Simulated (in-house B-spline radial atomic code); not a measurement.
Configurations of the neon ion Ne⁴⁺, with energies counted from [He] 2s2 2p2. Level of theory: Dirac-Hartree-Fock, average of configuration, Fermi nucleus of rms radius 3.0055 fm; calculated with an all-electron radial atomic-structure program (B-spline basis). Energies include first-order Breit, QED and recoil terms.

Occupations are held fixed; configurations that lie above the ionisation limit could autoionise.

```
   configuration  E - E(ref) (eV)  highest orbital  its <r> (bohr)
[He] 2s2 2p1 3d1           84.709            3d5/2           1.964
[He] 2s2 2p1 5s1           107.89            5s1/2           6.328
[He] 2s2 2p1 6d1           114.39            6d5/2           9.942
[He] 2s2 2p1 6f1            114.6            6f7/2           9.576
[He] 2s2 2p1 6g1           114.61            6g9/2           8.799
[He] 2s1 2p2 4f1            121.6            4f7/2           3.588
[He] 2s1 2p2 5d1           128.92            5d5/2           6.692
[He] 2s1 2p2 5f1           129.27            5f7/2           6.282
[He] 2s1 2p2 5g1           129.29            5g9/2           5.499
[He] 2s1 2p2 6g1           133.45            6g9/2           8.799
```

Problem. Order these further configurations by energy, lowest first.
A. [He] 2s2 2p1 3s1
B. [He] 2s1 2p2 6d1
C. [He] 2s2 2p1 5g1
D. [He] 2s1 2p2 6f1
E. [He] 2s1 2p3

Solution. E (22.568 eV), A (72.578 eV), C (110.46 eV), B (133.23 eV), D (133.43 eV).

Problem. How far above the reference does [He] 2s2 2p1 4s1 lie?

Solution. 97.56 eV; its least bound orbital is 4s1/2 with <r> = 3.872 bohr.

Problem. How far above the reference does [He] 2s2 2p1 4d1 lie?

Solution. 102.08 eV; its least bound orbital is 4d5/2 with <r> = 4.026 bohr.

Problem. How far above the reference does [He] 2s2 2p1 5f1 lie?

Solution. 110.43 eV; its least bound orbital is 5f7/2 with <r> = 6.281 bohr.
